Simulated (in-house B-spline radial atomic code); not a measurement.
Cu2+: [Ne] 3s2 3p5 3d9 4p1 (an excited or competing configuration)

Level of theory: non-relativistic PW91, spin-polarised, spherical fractional occupations, point nucleus; calculated with a radial B-spline atomic code at the basis-set limit.

Z_r = [3n² - l(l+1)]/(2<r>); Z_e = n√(-2ε); the last column is Slater's effective charge. Values are occupation-weighted means over spin.

| shell | electrons | ε (eV) | <r> (bohr) | Z_r | Z_e | Slater |
| --- | --- | --- | --- | --- | --- | --- |
| 1s | 2 | -8789 | 0.0529 | 28.36 | 25.42 | 28.70 |
| 2s | 2 | -1077.9 | 0.2386 | 25.15 | 17.80 | 24.85 |
| 2p | 6 | -950.2 | 0.2077 | 24.08 | 16.71 | 24.85 |
| 3s | 2 | -146.77 | 0.7146 | 18.89 | 9.85 | 18.10 |
| 3p | 5 | -106.98 | 0.7394 | 16.91 | 8.41 | 18.10 |
| 3d | 9 | -39.166 | 0.8564 | 12.26 | 5.09 | 9.20 |
| 4p | 1 | -18.579 | 2.572 | 8.94 | 4.67 | 5.40 |

The least bound orbital is 4p up at -18.58 eV, and it is also the most diffuse (<r> = 2.572 bohr).
